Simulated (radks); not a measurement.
Species: Pb LVI. Configuration: [Ar] 3d9 (the NIST ground configuration).

All-electron calculation, scalar-relativistic Kohn-Sham, PBE, spin-unpolarised, spherical densities, finite nucleus; Fermi nuclear charge, rms radius 5.5012 fm. Program: a radial shooting solver on a logarithmic mesh with Libxc functionals.

Energy parts (eV):
part                       energy
total                  -499999.99
kinetic                 572164.28
electron-nucleus      -1145496.23
Hartree                  80473.63
exchange-correlation     -7141.67

Orbitals (lengths in bohr, moments of r in powers of bohr; r(max) is where P^2 peaks):
| orbital | occ. | eigenvalue (eV) | <r^2> | <1/r> | <r> | r(max) |
|---|---|---|---|---|---|---|
| 1s | 2 | -91375.90 | 0.0003573 | 101.3 | 0.01605 | 0.009846 |
| 2s | 2 | -18983.54 | 0.005390 | 23.86 | 0.06743 | 0.05708 |
| 2p | 6 | -16757.69 | 0.004580 | 20.97 | 0.06121 | 0.04751 |
| 3s | 2 | -6804.361 | 0.03312 | 9.077 | 0.1703 | 0.1590 |
| 3p | 6 | -6159.102 | 0.03377 | 8.248 | 0.1709 | 0.1584 |
| 3d | 9 | -5539.921 | 0.02736 | 7.743 | 0.1535 | 0.1281 |

The highest occupied level is 3d at -5539.9 eV. The electron density at the nucleus is 2.937e+06 e/bohr^3 (large components only). The density falls to 0.001 e/bohr^3 at r = 0.58 bohr. Summed over all electrons, <r^2> = 0.5541 bohr^2, which gives a Langevin (diamagnetic) susceptibility term of -0.439 x 10^-6 cm^3/mol. For comparison, the ionisation energy in NIST's Atomic Spectra Database is 5555 eV (theoretical). In exact Kohn-Sham theory the highest level is minus the ionisation energy, but local and semilocal functionals leave it too shallow, through self-interaction and a potential that decays too fast; potentials with the right tail come closer.

Beside tabulated values, note that spin-unpolarised runs miss the spin-polarisation part of the exchange energy of open shells, and scalar-relativistic runs lack spin-orbit coupling.
